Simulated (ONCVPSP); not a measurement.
## LDA (Perdew-Zunger) ONCV dataset for Se (Z = 34), scalar-relativistic all-electron reference.

Se (Z = 34), optimised norm-conserving Vanderbilt (ONCV), made with ONCVPSP 4.0.1 (LDA (Perdew-Zunger), scalar-relativistic). Core [Ar] 3d10, reference 4s2 4p4. Waves: 4s: rc 1.40 bohr, ncon 4, nbas 8, qcut 4.3 1/bohr, 2 projectors, debl 3.9 Ha; 4p: rc 1.70 bohr, ncon 3, nbas 6, qcut 5.7 1/bohr, 2 projectors, debl 1.4 Ha; d scattering state at 0.14 Ha: rc 1.45 bohr, ncon 5, nbas 10, qcut 6.8 1/bohr, 1 projector. Local part: polynomial inside 1.00 bohr (lpopt 5, dvloc0 6 Ha). Core correction: Teter function fitted to the true core (icmod 2), fcfact 0.55.

* Cutoffs needed: 18 Ha and 62 Ha (the cutoffs (Ha) at which the residual kinetic energy of the hardest occupied pseudo-wave falls to 1 and 0.1 mHa per electron)
* Ghost test: no bound ghost flagged; GHOST(+) flagged for s at 129.3 eV
* Largest excitation error: -23 meV (all-electron minus pseudo) for 4s2 4p1, out of 4 test configurations
* rms error of d²Exc/dni dnj: 6.50 mHa without and 0.96 mHa with the model core
